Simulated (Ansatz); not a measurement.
C4H6Si can be A, `C#C/C=C\[SiH3]`, or B, `C1=C[SiH2]C=C1`.

Program: Ansatz. Geometries: PBE0-D4/def2-TZVP. ΔE: electronic, gas phase. CCSD(T)/CBS adds triple-zeta CCSD(T) − MP2 to the extrapolated MP2 energy (def2 sets, frozen cores). Functionals use def2-TZVPP. B3LYP here is the variant with VWN-RPA as its local correlation; programs differ in this.

Task: Which isomer does CCSD(T)/CBS put lower? Give the gap. (An estimate is asked.)

Result: Computed: B, by 152.4 kJ/mol.

Task: Give E(B) − E(A) in kJ/mol with B2PLYP, PBE0-D4, HF/def2-TZVPP, CCSD/def2-TZVPP, CCSD(T)/def2-TZVPP, B3LYP-D4, MP2/def2-TZVPP. (Estimate.)

Result: Computed: B2PLYP -141.2, PBE0-D4 -169.0, HF/def2-TZVPP -135.7, CCSD/def2-TZVPP -149.0, CCSD(T)/def2-TZVPP -150.2, B3LYP-D4 -142.7, MP2/def2-TZVPP -148.8. None reverses the order clearly.

Largest T1 diagnostic: 0.013.

From PBE to PBE0 (25 % exact exchange), in def2-TZVPP and without D4, E(B) − E(A) moves by −11.5 kJ/mol. The D4 term adds −4.7 kJ/mol with B3LYP and −2.0 kJ/mol with PBE0; it sums over pairs of atoms, weighted by their polarisabilities, and B3LYP, whose exchange is more repulsive, gets the larger term.
